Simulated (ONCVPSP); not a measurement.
Pseudopotential generation for hydrogen: ONCV, PBEsol, scalar-relativistic.

- Element: H (Z = 1)
- Generator: ONCVPSP 4.0.1
- Type: optimised norm-conserving Vanderbilt (ONCV)
- Functional: PBEsol
- Relativity: scalar-relativistic
- Frozen core: none
- Valence charge: 1
- Reference configuration: 1s1
- Partial waves: 1s: rc 1.05 bohr, ncon 4, nbas 7, qcut 5.7 1/bohr, 1 projector; p scattering state at 0.14 Ha: rc 0.80 bohr, ncon 5, nbas 9, qcut 9.6 1/bohr, 2 projectors, debl 1.8 Ha
- Local potential: polynomial inside 0.65 bohr (lpopt 2, dvloc0 2 Ha)
- Core correction: none

**Question.** Estimate the cutoffs (Ha) at which the residual kinetic energy of the hardest occupied pseudo-wave falls to 1 and 0.1 mHa per electron.

**Answer.** 16 Ha and 78 Ha.

**Question.** What does a ghost test show?

**Answer.** No bound ghost flagged; no localised positive-energy state flagged.
